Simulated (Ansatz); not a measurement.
Two structures of BH4Br, closed shell, reached by relaxing down either side of one saddle point (PBE0-D4/def2-TZVP). Energies are electronic, without zero-point energy. Program: Ansatz 0.2.0. Basis: def2-TZVPP and def2-QZVPP. Cores are frozen in the correlated methods. Filled d shells of the heavier atoms are correlated. The def2 sets are not built for correlating such inner shells, so the correlated values are less sure here. Extrapolation: Hartree–Fock as exp(−7.88 √X), correlation as X^−2.97. First:

```
6
angstrom
B 0.3310 0.1460 -0.6959
H -0.7394 0.4541 -1.1344
H 1.1719 0.9964 -0.6061
H 0.6866 -0.9951 -0.7624
H -1.2340 -0.7993 1.6061
Br -0.2161 0.1977 1.5928
```

Second:

B1  (0.946, -0.038, 0.135)
H2  (-1.778, 0.182, -1.015)
H3  (1.013, 1.090, -0.232)
H4  (0.979, -0.982, -0.587)
H5  (-1.961, 0.103, -0.296)
Br6  (0.801, -0.355, 1.996)
(Å)

**Question.** Which bonds change from the first to the second?

**Answer.** BH₃ + HBr → BH₂Br ([BH2][Br]) + H₂; bonds formed: H2–H5; dative contacts that become bonds: B1–Br6; bonds broken: B1–H2, H5–Br6.

**Question.** Give the saddle point's structure and its height above each. (An estimate is asked for; the value comes from the calculation.)

**Answer.** Computed: 7.68 kcal/mol above the first and 22.06 kcal/mol above the second (CCSD(T) at an estimated basis limit (MP2 extrapolated from triple and quadruple zeta, plus CCSD(T) − MP2 in triple zeta)).
B1  (0.266, 0.080, -0.499)
H2  (-0.948, 0.137, -0.712)
H3  (0.814, 1.132, -0.456)
H4  (0.778, -0.947, -0.807)
H5  (-0.875, -0.088, 0.609)
Br6  (-0.034, -0.314, 1.864)
(Å)

The T1 diagnostic stays at or below 0.011.

Labels in which every atom is bracketed show which atoms are joined, not bond orders.

For scale, one of the runs: CCSD(T)/def2-TZVPP, 135 basis functions (an equivalent command: `ansatz run in.yaml --threads 2`). The run took 12 s on 2 CPU threads (shared host), with 0.72 GiB of host memory at its peak.
